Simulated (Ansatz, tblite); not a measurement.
Forces on the cluster SbTe₄ at its PBE-D4/def2-SVP geometry. Total charge 0; doublet.

In the def2 sets Sb, Te take a core potential; there is no spin–orbit coupling. The xTB rows come from tblite. Another isomer (doublet) lies 0.53 eV lower at PBE0-D4/def2-TZVP; other spin states weren't run for this one.

GFN1-xTB (tblite), largest force 1.88 eV/Å:

```xyz
5
positions Å, forces eV/Å
Sb   -0.426   -1.438   -0.796    0.041    1.794    0.568
Te   -2.760    0.174   -0.703    1.414   -0.729    0.212
Te    1.994    1.150    1.255   -0.973   -0.648   -0.292
Te    2.009    0.034   -1.255   -1.166   -0.428    0.443
Te   -0.817    0.080    1.500    0.684    0.012   -0.932
```

GFN2-xTB (tblite), largest force 0.89 eV/Å:

```
Sb 0.115 0.607 0.228
Te 0.825 -0.242 0.247
Te -0.473 -0.346 -0.132
Te -0.551 -0.111 0.111
Te 0.085 0.092 -0.454
```

PBE-D4/def2-TZVP (Ansatz), largest force 0.25 eV/Å:

```
Sb -0.029 0.206 0.122
Te 0.218 -0.071 0.101
Te -0.103 -0.125 -0.177
Te -0.104 0.032 0.192
Te 0.019 -0.042 -0.239
```
